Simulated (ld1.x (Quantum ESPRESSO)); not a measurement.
# Ba, PAW: configuration errors across variants

Ba, PAW, made with ld1.x (Quantum ESPRESSO) 7.5 (PBE, scalar-relativistic). Core [Kr] 4d10, reference 5s2 5p6 5d0 6s1.5 6p0.5. Waves: 5s (bound): rcut 2.20, rcutus 2.80 bohr; 6s (bound): rcut 2.20, rcutus 2.80 bohr; 5p (bound): rcut 2.50, rcutus 3.00 bohr; 6p (bound): rcut 2.50, rcutus 3.00 bohr; 5d (bound, empty): rcut 2.05, rcutus 2.80 bohr; 5d channel at 1.15 Ry: rcut 2.05, rcutus 2.80 bohr. Local part: all-electron potential smoothed inside 2.10 bohr (lloc = -1). Core correction: a·sin(br)/r model core, default radius (core density twice the valence density). Augmentation charge: BESSEL, radius 1.95 bohr.

All-electron excitation energies from the reference (eV): (1) 5s2 5p6 5d0 6s2 6p0 -1.004; (2) 5s2 5p6 5d0 6s1 6p0 4.358; (3) 5s2 5p6 5d0 6s0 6p0 14.340; (4) 5s2 5p6 5d0 6s0 6p1 6.957; (5) 5s2 5p6 5d0 6s1 6p1 1.025; (6) 5s2 5p6 5d0 6s1.5 6p0 1.132; (7) 5s2 5p5 5d0 6s2 6p0 22.274.

The default core radius of the base comes out at 1.19 bohr.

The overlap operator is not positive definite (basis up to 400 Ry) in “base”, “core correction a·sin(br)/r model core, default radius (ld1.x builds one for every PAW set, though the input has nlcc=.false.)”, “core correction a·sin(br)/r model core inside 1.18 bohr”, “core correction a·sin(br)/r model core inside 1.38 bohr”, “core correction a·sin(br)/r model core inside 1.60 bohr”, “core correction a·sin(br)/r model core inside 1.94 bohr”, “core correction a·sin(br)/r model core inside 2.28 bohr”, “core correction a·sin(br)/r model core inside 2.50 bohr”, “core correction a·sin(br)/r model core inside 2.78 bohr”, “core correction a·sin(br)/r model core inside 3.00 bohr”. Such files are unfit for use, however small their errors in these radial tests.

Errors AE − PS in meV (a dash: test not solved or not reliable):

```tsv
change	(1)	(2)	(3)	(4)	(5)	(6)	(7)	bound ghosts
base	+0.6	-0.5	+0.4	+2.2	+0.4	0.0	-6.1	not determined (overlap not positive)
core correction a·sin(br)/r model core, default radius (ld1.x builds one for every PAW set, though the input has nlcc=.false.)	0.0	-0.6	-1.7	-0.1	-0.1	-0.2	-6.2	not determined (overlap not positive)
core correction a·sin(br)/r model core inside 1.18 bohr	+0.6	-0.5	+0.4	+2.2	+0.4	0.0	-6.1	not determined (overlap not positive)
core correction a·sin(br)/r model core inside 1.38 bohr	+0.4	-0.5	-0.2	+1.2	+0.3	-0.1	-6.8	not determined (overlap not positive)
core correction a·sin(br)/r model core inside 1.60 bohr	+0.2	-0.6	-0.9	+0.1	+0.1	-0.1	-7.9	not determined (overlap not positive)
core correction a·sin(br)/r model core inside 1.94 bohr	+0.1	-0.6	-1.6	-0.5	-0.1	-0.2	-7.0	not determined (overlap not positive)
core correction a·sin(br)/r model core inside 2.28 bohr	0.0	-0.6	-1.7	-0.2	-0.1	-0.2	-6.3	not determined (overlap not positive)
core correction a·sin(br)/r model core inside 2.50 bohr	0.0	-0.6	-1.8	-0.2	-0.1	-0.2	-6.1	not determined (overlap not positive)
core correction a·sin(br)/r model core inside 2.78 bohr	0.0	-0.6	-1.8	-0.1	-0.1	-0.2	-6.1	not determined (overlap not positive)
core correction a·sin(br)/r model core inside 3.00 bohr	0.0	-0.6	-1.8	-0.1	-0.1	-0.2	-6.1	not determined (overlap not positive)
```

Give the same row for: core correction a·sin(br)/r model core inside 3.40 bohr.

0.0, -0.6, -1.8, -0.1, -0.1, -0.2, -6.2; bound ghosts: not determined (overlap not positive). Its overlap operator is not positive definite in a basis up to 400 Ry (lowest eigenvalue p -0.09), so the file is unfit for use: the generalised eigenproblem breaks down once the basis is large enough, and its test numbers describe a broken file.
